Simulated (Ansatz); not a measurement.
Consider the ligand exchange at the Al–O bond: `[OH][Al]([Cl])[Br]` + HBr → `[Cl][Al]([Br])[Br]` + H₂O.

Isolated molecules relaxed with PBE0-D4/def2-TZVP in Ansatz; ΔE leaves out vibrations. CBS: MP2 limit from def2 TZ/QZ plus the TZ coupled-cluster correction, frozen cores. This one scheme is used for every species. DFT in def2-TZVPP. HSE06 is defined as in plane-wave codes. For Br outer-core shells are correlated without core-valence functions, which leaves a few kJ/mol of doubt a bond. Scalar relativity is left out up to krypton. Each species was taken in one conformer, which may not be the lowest.

CCSD(T)/CBS gives -24.6 kJ/mol.

Another level gave -17.3 kJ/mol. Which?
A. BLYP/def2-TZVPP
B. LC-ωPBE/def2-TZVPP
C. BLYP-D4/def2-TZVPP
D. HSE06/def2-TZVPP

B. LC-ωPBE -17.3, HSE06 -24.4, BLYP-D4 -12.6, BLYP -8.5 kJ/mol.

Largest T1 diagnostic among the species: 0.009.

At CCSD(T), def2-SVP lies +10.0 kJ/mol from the extrapolated value and def2-TZVPP +7.5 kJ/mol. The D4 term adds −3.9 kJ/mol with B3LYP and −2.1 kJ/mol with PBE0; it sums over pairs of atoms, weighted by their polarisabilities, and B3LYP, whose exchange is more repulsive, gets the larger term.

B3LYP here is the variant with VWN-RPA as its local correlation; programs differ in this.
